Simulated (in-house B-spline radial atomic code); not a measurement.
Configurations of As4+, with energies counted from [Ar] 3d10 4s1. Method: non-relativistic CAM-B3LYP, spin-polarised, spherical fractional occupations, exact exchange averaged over the configuration, point nucleus. Calculated with a B-spline radial code for spherical atoms. Shells without spins written out take the highest spin.

Occupations are held fixed; configurations that lie above the ionisation limit could autoionise.

```json
{"configuration": "[Ar] 3d10 4p1", "E - E(ref) (eV)": "11.759", "highest orbital": "4p up", "its <r> (bohr)": "1.9"}
{"configuration": "[Ar] 3d9 4s2", "E - E(ref) (eV)": "39.108", "highest orbital": "4s down", "its <r> (bohr)": "1.657"}
{"configuration": "[Ar] 3d10 5f1", "E - E(ref) (eV)": "48.757", "highest orbital": "5f up", "its <r> (bohr)": "5.968"}
{"configuration": "[Ne] 3s2 3p5 3d10 4s1 5s1", "E - E(ref) (eV)": "166.52", "highest orbital": "5s up", "its <r> (bohr)": "3.324"}
{"configuration": "[Ne] 3s2 3p5 3d10 4s1 5p1", "E - E(ref) (eV)": "170.91", "highest orbital": "5p up", "its <r> (bohr)": "3.673"}
{"configuration": "[Ne] 3s2 3p5 3d10 4s1 5f1", "E - E(ref) (eV)": "183.39", "highest orbital": "5f up", "its <r> (bohr)": "5.791"}
```

Order these further configurations by energy, lowest first.
A. [Ar] 3d9 4s1 4d1
B. [Ar] 3d10 4f1
C. [Ar] 3d10 5s1
D. [Ar] 3d10 5d1
E. [Ar] 3d9 4s1 5s1

C (32.474 eV), B (41.077 eV), D (43.267 eV), A (68.494 eV), E (73.207 eV).

How far above the reference does [Ne] 3s2 3p5 3d10 4s1 5d1 lie?

177.61 eV; its least bound orbital is 5d up with <r> = 4.522 bohr.
